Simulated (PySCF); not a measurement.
ZrFH3, SMILES [ZrH3][F], multiplicity 1. Geometry optimised at PBE0-D3(BJ)/def2-TZVP. The spin state was assumed, not searched. The structure was generated by enumeration; whether it is a known compound was not checked. The def2 effective core potentials stand for the cores of Zr; spin–orbit coupling is left out.

Calculation: PBE0-D3(BJ)/def2-TZVP in PySCF 2.14.0.

Harmonic wavenumbers (cm⁻¹): 404, 404, 526, 615, 615, 718, 1692, 1692, 1741. Rotational constants (GHz): 54.30, 8.117, 8.117; symmetry number 3.

Work out the zero-point energy and the ideal-gas rigid-rotor harmonic-oscillator thermochemistry at 298.15 K and 1 atm.

ZPE = ½ Σ hcν = ½ × 8406 cm⁻¹ = 50.28 kJ/mol. H − E(el) = 63.43 kJ/mol. Entropy in J/(mol K): translation 167.73, rotation 83.01, vibration 15.24, total 265.98. G − E(el) = -15.87 kJ/mol. Cp = 62.63 J/(mol K).
